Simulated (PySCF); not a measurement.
Mg(H)(iPr) (C3H8Mg), SMILES [MgH][CH](C)C.

Geometry: ωB97X-D3(BJ)/def2-SVP.

Two levels are set side by side: PBE/def2-TZVP (PySCF) and r2SCAN/def2-TZVP (PySCF). Same geometry, gas phase. Differences are taken from unrounded values.

```csv
quantity,r2SCAN,PBE,PBE minus r2SCAN
orbital gap (eV),4.55,3.94,-0.61
highest occupied level (eV),-5.13,-4.98,0.15
lowest empty level (eV),-0.58,-1.03,-0.45
dipole moment (D),0.47,0.52,0.05
mean polarisability (bohr³),70.8,73.4,2.6
```

Rough cost on one machine, each run with all the roots and properties that it gave: r2SCAN against PBE about 4 times.
